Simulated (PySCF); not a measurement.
C₇H₁₈O₃Si.
Bonds: C1–C2, C2–O3, O3–Si4, Si4–C5, Si4–O6, O6–C7, C7–C8, Si4–O9, O9–C10, C10–C11. Hydrogens: H12, H13, H14 on C1; H15, H16 on C2; H17, H18, H19 on C5; H20, H21 on C7; H22, H23, H24 on C8; H25, H26 on C10; H27, H28, H29 on C11.

Computed by this run: PySCF 2.14.0, PBE0-D3(BJ)/def2-SVP geometry optimisation, gas phase; density fitting, grid level 1; the optimiser is geomeTRIC in internal coordinates, started from a GFN2-xTB structure with every atom displaced at random (about 0.01 Å).

The end geometry, which sets the zero of energy:
```
atom  x, y, z in Å
C1     -2.4117   -2.6492    1.0699
C2     -2.2670   -1.4382    0.1780
O3     -0.9669   -1.3995   -0.3591
Si4    -0.1499   -0.0682   -0.8925
C5     -0.5275    0.3917   -2.6460
O6     -0.5636    1.1394    0.1731
C7     -0.0761    2.4574    0.1227
C8     -0.3530    3.1504    1.4363
O9      1.4650   -0.4018   -0.8132
C10     2.1021   -0.9095    0.3396
C11     3.5882   -1.0045    0.0897
H12    -1.7004   -2.5963    1.9079
H13    -3.4308   -2.7124    1.4808
H14    -2.2052   -3.5708    0.5051
H15    -3.0079   -1.4854   -0.6432
H16    -2.4723   -0.5142    0.7475
H17     0.0622    1.2658   -2.9620
H18    -0.2861   -0.4420   -3.3219
H19    -1.5941    0.6366   -2.7635
H20     1.0113    2.4612   -0.0851
H21    -0.5605    3.0111   -0.7049
H22     0.0031    4.1916    1.4140
H23    -1.4331    3.1548    1.6462
H24     0.1509    2.6256    2.2618
H25     1.9004   -0.2530    1.2073
H26     1.6861   -1.9024    0.5880
H27     3.7917   -1.6652   -0.7662
H28     4.1077   -1.4069    0.9725
H29     4.0067   -0.0129   -0.1396
```

Question: These geometries come from the run, each turned onto the end geometry. Order them by energy, lowest first.
A.
```
atom  x, y, z in Å
C1     -2.6497   -2.8830    0.7158
C2     -2.3382   -1.4188    0.3677
O3     -0.9766   -1.3120    0.0866
Si4    -0.1358   -0.0938   -0.6396
C5     -0.6125    0.1315   -2.4767
O6     -0.5254    1.2353    0.2543
C7      0.0447    2.5137    0.1199
C8     -0.2288    3.3281    1.3737
O9      1.4100   -0.4510   -0.6367
C10     2.2281   -0.8412    0.4348
C11     3.6781   -0.8205   -0.0053
H12    -2.0857   -3.1793    1.5791
H13    -3.7573   -2.9374    0.9277
H14    -2.4440   -3.4987   -0.1226
H15    -2.9128   -1.0984   -0.5025
H16    -2.5797   -0.7379    1.2143
H17     0.0346    0.8805   -2.9468
H18    -0.5289   -0.7828   -3.0155
H19    -1.6365    0.4765   -2.5656
H20     1.0902    2.4406   -0.0459
H21    -0.4261    3.0079   -0.7640
H22     0.1928    4.2964    1.2790
H23    -1.3094    3.4200    1.5114
H24     0.1839    2.8268    2.2353
H25     2.0923   -0.1668    1.2712
H26     1.9311   -1.8306    0.7463
H27     3.8197   -1.4956   -0.8485
H28     4.3336   -1.1385    0.8128
H29     3.9778    0.1820   -0.3170
```
B.
```
atom  x, y, z in Å
C1     -2.5966   -2.8158    0.8024
C2     -2.2523   -1.4313    0.3050
O3     -0.9025   -1.3930   -0.0863
Si4    -0.1429   -0.0913   -0.7649
C5     -0.6516    0.2350   -2.5168
O6     -0.5067    1.1807    0.2420
C7     -0.0073    2.4880    0.0931
C8     -0.2324    3.2634    1.3704
O9      1.4751   -0.4026   -0.7660
C10     2.1684   -0.8358    0.3888
C11     3.6493   -0.8792    0.0987
H12    -1.9564   -3.0847    1.6558
H13    -3.6476   -2.8614    1.1252
H14    -2.4389   -3.5634    0.0111
H15    -2.9122   -1.1630   -0.5436
H16    -2.4366   -0.6830    1.0977
H17    -0.0438    1.0415   -2.9549
H18    -0.5168   -0.6657   -3.1328
H19    -1.7080    0.5402   -2.5683
H20     1.0710    2.4648   -0.1504
H21    -0.5157    2.9957   -0.7495
H22     0.1386    4.2946    1.2742
H23    -1.3048    3.2964    1.6134
H24     0.2902    2.7798    2.2095
H25     1.9632   -0.1527    1.2345
H26     1.8010   -1.8331    0.6883
H27     3.8573   -1.5636   -0.7372
H28     4.2077   -1.2267    0.9812
H29     4.0204    0.1192   -0.1775
```
C.
```
atom  x, y, z in Å
C1     -2.5325   -2.7520    0.9223
C2     -2.2569   -1.4261    0.2536
O3     -0.9357   -1.4179   -0.2382
Si4    -0.1434   -0.0907   -0.8240
C5     -0.5748    0.3271   -2.5753
O6     -0.5336    1.1413    0.2238
C7     -0.0742    2.4646    0.0926
C8     -0.2783    3.2042    1.3937
O9      1.4776   -0.4126   -0.7791
C10     2.1475   -0.8586    0.3817
C11     3.6286   -0.9442    0.1011
H12    -1.8433   -2.9068    1.7663
H13    -3.5642   -2.7941    1.3034
H14    -2.3893   -3.5787    0.2097
H15    -2.9727   -1.2670   -0.5767
H16    -2.4005   -0.5935    0.9649
H17     0.0247    1.1748   -2.9405
H18    -0.3790   -0.5339   -3.2323
H19    -1.6387    0.5950   -2.6640
H20     0.9985    2.4782   -0.1856
H21    -0.6203    2.9779   -0.7223
H22     0.0415    4.2539    1.3033
H23    -1.3407    3.1872    1.6797
H24     0.2987    2.7312    2.2025
H25     1.9553   -0.1648    1.2219
H26     1.7511   -1.8445    0.6844
H27     3.8216   -1.6371   -0.7315
H28     4.1750   -1.3024    0.9868
H29     4.0273    0.0425   -0.1792
```
D.
```
atom  x, y, z in Å
C1     -2.5845   -2.8998    0.7200
C2     -2.3006   -1.4672    0.3410
O3     -0.9390   -1.3423    0.0067
Si4    -0.1887   -0.0696   -0.7164
C5     -0.7103    0.2231   -2.4785
O6     -0.5117    1.2536    0.2343
C7      0.0615    2.5272    0.0885
C8     -0.1941    3.3415    1.3310
O9      1.4359   -0.4226   -0.6899
C10     2.1690   -0.8342    0.4381
C11     3.6380   -0.8639    0.0963
H12    -1.9432   -3.2044    1.5661
H13    -3.6296   -3.0457    1.0189
H14    -2.3723   -3.5660   -0.1392
H15    -2.9417   -1.1663   -0.5149
H16    -2.5440   -0.7852    1.1761
H17    -0.0746    0.9819   -2.9583
H18    -0.6228   -0.7122   -3.0619
H19    -1.7552    0.5676   -2.5419
H20     1.1627    2.4416   -0.0914
H21    -0.3590    3.0429   -0.7942
H22     0.2575    4.3487    1.2440
H23    -1.2746    3.4610    1.4936
H24     0.2298    2.8418    2.2166
H25     1.9893   -0.1482    1.2905
H26     1.8281   -1.8390    0.7611
H27     3.8215   -1.5532   -0.7426
H28     4.2379   -1.1949    0.9563
H29     3.9839    0.1367   -0.2068
```

Answer: C (0.004 eV), B (0.012 eV), D (0.036 eV), A (0.374 eV).

In the order of the answer:

```json
{"step": "8", "E above end (eV)": "0.004", "largest force (eV/Å)": "0.09", "rms force component (eV/Å)": "0.019", "rms distance from end (Å)": "0.158", "rms bond change (Å)": "0.001", "bond most changed (Å)": "C2–O3 +0.003"}
{"step": "5", "E above end (eV)": "0.012", "largest force (eV/Å)": "0.15", "rms force component (eV/Å)": "0.030", "rms distance from end (Å)": "0.266", "rms bond change (Å)": "0.001", "bond most changed (Å)": "O9–C10 +0.003"}
{"step": "1", "E above end (eV)": "0.036", "largest force (eV/Å)": "0.49", "rms force component (eV/Å)": "0.128", "rms distance from end (Å)": "0.344", "rms bond change (Å)": "0.005", "bond most changed (Å)": "C7–H20 +0.012"}
{"step": "0", "E above end (eV)": "0.374", "largest force (eV/Å)": "2.94", "rms force component (eV/Å)": "0.739", "rms distance from end (Å)": "0.369", "rms bond change (Å)": "0.027", "bond most changed (Å)": "Si4–O9 -0.064"}
```

The cost below is that of the whole optimisation. The run took 4.9 min wall, 12 min CPU on AMD EPYC 7B13, 2 threads, shared host with 64 logical CPUs at a one-minute load of 18, and the process peaked at 1.8 GiB of memory.
